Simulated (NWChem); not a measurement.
System: BH$_{2}$OCl; SMILES OBCl

NWChem printed, in part:

```
             Northwest Computational Chemistry Package (NWChem) 7.3.0
             --------------------------------------------------------

 CS  symmetry detected

                             Geometry "geometry" -> ""
                             -------------------------

 Output coordinates in angstroms (scale by  1.889725989 to convert to a.u.)

  No.       Tag          Charge          X              Y              Z
 ---- ---------------- ---------- -------------- -------------- --------------
    1 B                    5.0000    -0.56976495     0.57762746     0.00000000
    2 H                    1.0000    -1.76696931     0.74981190     0.00000000
    3 Cl                  17.0000     0.08590626    -1.07502253     0.00000000
    4 O                    8.0000     0.24545345     1.65344653     0.00000000
    5 H                    1.0000     1.19176008     1.40986149     0.00000000

 Effective nuclear repulsion energy (a.u.)      84.0504028841

      Symmetry information
      --------------------

 Group name             Cs
 Group number              2
 Group order               2
 No. of unique centers     5

                                 NWChem DFT Module
                                 -----------------

 Summary of "ao basis" -> "ao basis" (spherical)
 ------------------------------------------------------------------------------
       Tag                 Description            Shells   Functions and Types
 ---------------- ------------------------------  ------  ---------------------
 B                          def2-svp                 6       14   3s2p1d
 H                          def2-svp                 3        5   2s1p
 Cl                         def2-svp                 8       18   4s3p1d
 O                          def2-svp                 6       14   3s2p1d

      Symmetry analysis of basis
      --------------------------

        a'         41
        a"         15

            General Information
            -------------------
          SCF calculation type: DFT
          Wavefunction type:  closed shell.
          No. of atoms     :     5
          No. of electrons :    32
           Alpha electrons :    16
            Beta electrons :    16
          Charge           :     0
          Spin multiplicity:     1
          Use of symmetry is: on ; symmetry adaption is: on
          Maximum number of iterations: 150
          AO basis - number of functions:    56
                     number of shells:    26
          Convergence on energy requested:  1.00D-06
          Convergence on density requested:  1.00D-05
          Convergence on gradient requested:  5.00D-04

              XC Information
              --------------
                        Slater Exchange Functional  1.052 local
                      OPTX     Exchange Functional  1.432 non-local
              Lee-Yang-Parr Correlation Functional  1.000

             Grid Information
             ----------------
          Grid used for XC integration:  medium
          Radial quadrature: Mura-Knowles
          Angular quadrature: Lebedev.
          Tag              B.-S. Rad. Rad. Pts. Rad. Cut. Ang. Pts.
          ---              ---------- --------- --------- ---------
          B                   0.85       49           7.0       434
          H                   0.35       45           9.0       434
          Cl                  1.00       88           8.0       590
          O                   0.60       49           8.0       434
          Grid pruning is: on
          Number of quadrature shells:   276
          Spatial weights used:  Erf1

      Superposition of Atomic Density Guess
      -------------------------------------

 Sum of atomic energies:        -559.51722575

      Non-variational initial energy
      ------------------------------

 Total energy =    -560.424447
 1-e energy   =    -937.974674
 2-e energy   =     293.499824
 HOMO         =      -0.411433
 LUMO         =       0.048454

      Symmetry analysis of molecular orbitals - initial
      -------------------------------------------------

  Numbering of irreducible representations:

     1 a'          2 a"

  Orbital symmetries:

     1 a'          2 a'          3 a'          4 a'          5 a'
     6 a"          7 a'          8 a'          9 a'         10 a'
    11 a'         12 a'         13 a"         14 a'         15 a"
    16 a'         17 a"         18 a'         19 a'         20 a'
    21 a'         22 a'         23 a'         24 a"         25 a'
    26 a'

     ---------------------------------------------
      Total Density - Mulliken Population Analysis
     ---------------------------------------------

    Atom       Charge   Shell Charges
 -----------   ------   -------------------------------------------------------
    1 B    5     4.49   1.99  0.83  0.17  1.08  0.29  0.12
    2 H    1     1.05   0.71  0.33  0.01
    3 Cl  17    17.29   2.00  1.99  1.22  0.70  5.94  2.16  3.26  0.01
    4 O    8     8.51   1.99  1.11  0.57  3.07  1.77  0.01
    5 H    1     0.65   0.51  0.08  0.06

   convergence    iter        energy       DeltaE   RMS-Dens  Diis-err
 ---------------- ----- ----------------- --------- --------- ---------
 d= 0,ls=0.0,diis     1   -561.2625020821 -6.45D+02  2.18D-02  5.08D-01
 d= 0,ls=0.0,diis     2   -561.1403423340  1.22D-01  1.39D-02  1.76D+00
 d= 0,ls=0.0,diis     3   -561.3235285660 -1.83D-01  3.84D-03  5.03D-02
 d= 0,ls=0.0,diis     4   -561.3269647440 -3.44D-03  2.02D-03  1.54D-02
 d= 0,ls=0.0,diis     5   -561.3291072836 -2.14D-03  3.36D-04  4.67D-04
  Resetting Diis
 d= 0,ls=0.0,diis     6   -561.3291679847 -6.07D-05  4.11D-05  5.96D-06
 d= 0,ls=0.0,diis     7   -561.3291687738 -7.89D-07  1.66D-05  3.69D-07
 d= 0,ls=0.0,diis     8   -561.3291687579  1.60D-08  9.43D-06  5.57D-07

         Total DFT energy =     -561.329168757875
      One electron energy =     -940.241070085208
           Coulomb energy =      336.526064928668
    Exchange-Corr. energy =      -41.664566485472
 Nuclear repulsion energy =       84.050402884137

 Numeric. integr. density =       31.999998686489

                  Occupations of the irreducible representations
                  ----------------------------------------------

                     irrep           alpha         beta
                     --------     --------     --------
                     a'               13.0         13.0
                     a"                3.0          3.0

                       DFT Final Molecular Orbital Analysis
                       ------------------------------------

 Vector   14  Occ=2.000000D+00  E=-3.052154D-01  Symmetry=a'
              MO Center= -3.7D-01,  6.1D-01, -8.4D-16, r^2= 2.8D+00
   Bfn.  Coefficient  Atom+Function         Bfn.  Coefficient  Atom+Function
  ----- ------------  ---------------      ----- ------------  ---------------
    42      0.345716  4 O  py                31      0.329117  3 Cl py
    28      0.273552  3 Cl py                15     -0.264410  2 H  s
    45      0.218830  4 O  py                16     -0.196836  2 H  s
    40      0.193470  4 O  s                  4     -0.178876  1 B  px
     5      0.176202  1 B  py                52     -0.171951  5 H  s

 Vector   15  Occ=2.000000D+00  E=-2.849426D-01  Symmetry=a"
              MO Center=  1.1D-01, -4.5D-01,  3.0D-15, r^2= 2.2D+00
   Bfn.  Coefficient  Atom+Function         Bfn.  Coefficient  Atom+Function
  ----- ------------  ---------------      ----- ------------  ---------------
    32      0.566867  3 Cl pz                29      0.429397  3 Cl pz
    43     -0.313276  4 O  pz                26      0.247992  3 Cl pz
    46     -0.229990  4 O  pz                11     -0.035441  1 B  d -1
     9      0.026243  1 B  pz

 Vector   16  Occ=2.000000D+00  E=-2.709893D-01  Symmetry=a'
              MO Center= -8.6D-02, -7.1D-01,  1.0D-16, r^2= 2.0D+00
   Bfn.  Coefficient  Atom+Function         Bfn.  Coefficient  Atom+Function
  ----- ------------  ---------------      ----- ------------  ---------------
    30      0.560704  3 Cl px                27      0.432369  3 Cl px
    24      0.248196  3 Cl px                31      0.190665  3 Cl py
    15      0.167985  2 H  s                 16      0.149478  2 H  s
    42      0.143486  4 O  py                28      0.136981  3 Cl py
     4      0.131030  1 B  px                45      0.084568  4 O  py

 Vector   17  Occ=0.000000D+00  E=-3.478112D-02  Symmetry=a"
              MO Center= -4.8D-01,  5.2D-01,  2.0D-15, r^2= 2.3D+00
   Bfn.  Coefficient  Atom+Function         Bfn.  Coefficient  Atom+Function
  ----- ------------  ---------------      ----- ------------  ---------------
     6      0.595984  1 B  pz                 9     -0.576800  1 B  pz
    32      0.327998  3 Cl pz                46      0.311875  4 O  pz
    43      0.300820  4 O  pz                29      0.173354  3 Cl pz
    26      0.098092  3 Cl pz                34     -0.071880  3 Cl d -1
    36     -0.032491  3 Cl d  1              19     -0.027018  2 H  pz

 Vector   18  Occ=0.000000D+00  E= 1.587134D-02  Symmetry=a'
              MO Center=  1.3D+00,  1.4D+00, -2.8D-15, r^2= 2.4D+00
   Bfn.  Coefficient  Atom+Function         Bfn.  Coefficient  Atom+Function
  ----- ------------  ---------------      ----- ------------  ---------------
    53      1.318101  5 H  s                 40     -0.838640  4 O  s
    16     -0.403604  2 H  s                 44     -0.359669  4 O  px
     3      0.309139  1 B  s                 41     -0.256460  4 O  px
     7     -0.223311  1 B  px                52      0.222304  5 H  s
    39     -0.174870  4 O  s                  8      0.149973  1 B  py

 Vector   19  Occ=0.000000D+00  E= 8.456844D-02  Symmetry=a'
              MO Center= -5.1D-01,  3.1D-02, -6.1D-16, r^2= 3.2D+00
   Bfn.  Coefficient  Atom+Function         Bfn.  Coefficient  Atom+Function
  ----- ------------  ---------------      ----- ------------  ---------------
     3      1.927957  1 B  s                 16     -1.068221  2 H  s
    23     -0.822903  3 Cl s                 31     -0.673916  3 Cl py
     8     -0.432927  1 B  py                 2      0.410305  1 B  s
     5      0.359316  1 B  py                53     -0.333529  5 H  s
    30      0.305518  3 Cl px                22     -0.284424  3 Cl s

     ---------------------------------------------
      Total Density - Mulliken Population Analysis
     ---------------------------------------------

    Atom       Charge   Shell Charges
 -----------   ------   -------------------------------------------------------
    1 B    5     4.97   1.99  0.83  0.10  1.53  0.39  0.14
    2 H    1     1.02   0.75  0.26  0.01
    3 Cl  17    17.13   2.00  1.98  1.27  0.67  5.93  2.18  3.06  0.02
    4 O    8     8.06   1.99  1.10  0.55  2.89  1.52  0.01
    5 H    1     0.83   0.69  0.07  0.07

     -------------------------------------------
      Total Density - Lowdin Population Analysis
     -------------------------------------------

    Atom       Charge   Shell Charges
 -----------   ------   -------------------------------------------------------
    1 B    5     5.26   1.96  0.56  0.28  1.40  0.74  0.32
    2 H    1     1.05   0.65  0.36  0.03
    3 Cl  17    16.86   2.00  1.96  1.03  0.74  5.82  2.27  3.02  0.02
    4 O    8     7.94   1.97  0.86  0.55  2.69  1.84  0.02
    5 H    1     0.90   0.55  0.17  0.17

     Multipole analysis of the density
     ---------------------------------

     L   x y z        total         alpha         beta         nuclear
     -   - - -        -----         -----         ----         -------
     0   0 0 0     -0.000000    -16.000000    -16.000000     32.000000

     1   1 0 0      0.520960      0.260480      0.260480      0.000000
     1   0 1 0      0.146266      0.073133      0.073133     -0.000000
     1   0 0 1     -0.000000     -0.000000     -0.000000      0.000000

     2   2 0 0    -16.499601    -20.343335    -20.343335     24.187070
     2   1 1 0      1.317141     -0.031620     -0.031620      1.380381
     2   1 0 1      0.000000      0.000000      0.000000      0.000000
     2   0 2 0    -19.787339    -91.556280    -91.556280    163.325221
     2   0 1 1     -0.000000     -0.000000     -0.000000      0.000000
     2   0 0 2    -17.826197     -8.913098     -8.913098      0.000000
```

Level: OLYP/def2-SVP. Structure relaxed at the PBE-D3(BJ)/def2-SVP level.

**Question.** Reconstruct the input file.

**Answer.** Several could match; the one computed here: the input that was run:
```
start job
memory heap 200 mb stack 900 mb global 1100 mb
geometry units angstroms noautoz
  B     -0.559168     0.572302     0.000000
  H     -1.759017     0.724972     0.000000
  Cl     0.123323    -1.069454     0.000000
  O      0.238427     1.661251     0.000000
  H      1.188574     1.433105     0.000000
end
basis spherical
  B library def2-svp
  H library def2-svp
  Cl library def2-svp
  O library def2-svp
end
dft
  xc optx lyp
  iterations 150
  mulliken
end
task dft energy
```
